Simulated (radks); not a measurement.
Results of a calculation; reference values are marked as such.
Neutral niobium: order these configurations by energy. Code: a radial shooting solver on a logarithmic mesh with Libxc functionals. Model: scalar-relativistic Kohn-Sham, PBE, spin-polarised, spherical densities, finite nucleus; Fermi nuclear charge, rms radius of each element as measured or else 0.836 A^(1/3) + 0.57 fm. Open shells are filled with parallel spins first. [Kr] 4d3 5s1 5p1; [Kr] 4d3 5s2; [Kr] 4d4 5p1; [Kr] 4d4 5s1; [Kr] 4d5.

Answer. From the lowest, in eV above it: [Kr] 4d4 5s1 0.000; [Kr] 4d5 1.085; [Kr] 4d3 5s2 1.194; [Kr] 4d3 5s1 5p1 3.181; [Kr] 4d4 5p1 3.188.
